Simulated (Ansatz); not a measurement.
Basis sets compared for ZnCu₂⁻ (the lowest doublet isomer of a short search). The state is a doublet with charge -1. Geometry r2SCAN-D4/def2-TZVPD. Ansatz on 4 threads of Arm Neoverse V2 on a shared host; times are rough, and most runs start from earlier orbitals.

Cartesian coordinates in Å:
```
Cu -1.1608 -0.7268 0.1439
Cu 0.9822 -0.6715 -0.7068
Zn 0.1786 1.3983 0.5629
```

The 6-31G sets use Cartesian d functions. B3LYP takes the VWN-RPA correlation. At PBE-D4/def2-SVPD, PBE-D4/def2-TZVPD, B3LYP-D4/6-31G, B3LYP-D4/def2-TZVPD and others the highest occupied level of the charge -1 doublet lies above zero (up to 0.63 eV). By energy differences its removal costs 1.44 eV (vertical, to the charge 0 singlet, at PBE0-D4/def2-TZVPD). The structure comes from a short search, and lower isomers may exist.

```
            level  functions  energy (Eh)  HOMO (eV)  LUMO (eV)  wall time
 PBE-D4/def2-SVPD        102   -5058.9847       0.63       1.27      1.7 s
   B3LYP-D4/6-31G         87   -5059.6020       0.18       1.85      3.1 s
PBE0-D4/def2-SVPD        102   -5059.0018       0.14       2.04      2.9 s
```

Problem. Estimate the rows for PBE-D4/def2-TZVPD, B3LYP-D4/def2-TZVPD, PBE0-D4/def2-TZVPD.

Solution. 
```tsv
level	functions	energy (Eh)	HOMO (eV)	LUMO (eV)	wall time
PBE-D4/def2-TZVPD	147	-5059.7620	0.45	1.09	2.7 s
B3LYP-D4/def2-TZVPD	147	-5060.6542	0.11	1.53	4.6 s
PBE0-D4/def2-TZVPD	147	-5059.7504	-0.02	1.87	4.9 s
```
